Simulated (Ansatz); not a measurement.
Program: Ansatz 0.2.0.

A structure relaxed at PBE0-D4/def2-TZVP, charge 0, multiplicity 1:

| atom | x (Å) | y (Å) | z (Å) |
| --- | --- | --- | --- |
| C1 | 1.2138 | -1.9084 | -1.9856 |
| C2 | 1.4894 | -1.1479 | -0.6994 |
| C3 | 0.2557 | -0.5427 | -0.0396 |
| C4 | 0.6012 | 0.0383 | 1.3279 |
| C5 | -0.6059 | 0.6552 | 2.0190 |
| C6 | -1.2636 | 1.7115 | 1.1433 |
| C7 | -1.6233 | 1.1415 | -0.2207 |
| C8 | -0.4126 | 0.5217 | -0.9049 |
| H9 | 0.4793 | -2.7027 | -1.8220 |
| H10 | 2.1241 | -2.3744 | -2.3699 |
| H11 | 0.8257 | -1.2566 | -2.7713 |
| H12 | 1.9699 | -1.8218 | 0.0193 |
| H13 | 2.2143 | -0.3468 | -0.8918 |
| H14 | -0.4743 | -1.3522 | 0.1165 |
| H15 | 1.0435 | -0.7405 | 1.9583 |
| H16 | 1.3752 | 0.8068 | 1.1966 |
| H17 | -0.3120 | 1.0855 | 2.9812 |
| H18 | -1.3360 | -0.1334 | 2.2410 |
| H19 | -2.1536 | 2.1158 | 1.6351 |
| H20 | -0.5705 | 2.5521 | 1.0110 |
| H21 | -2.0580 | 1.9188 | -0.8565 |
| H22 | -2.3973 | 0.3735 | -0.0964 |
| H23 | -0.7089 | 0.0991 | -1.8690 |
| H24 | 0.3242 | 1.3075 | -1.1222 |

Task: Give its formula and SMILES.

Result: C8H16, `CCC1CCCCC1`.

Task: Point group (tolerance 0.08 Å, 0.16 Å for H)?

Result: C1.

Task: Summarise the bond lengths by kind.

Result: 8 × C–C 1.520 to 1.526 Å; 16 × C–H 1.092 to 1.101 Å.
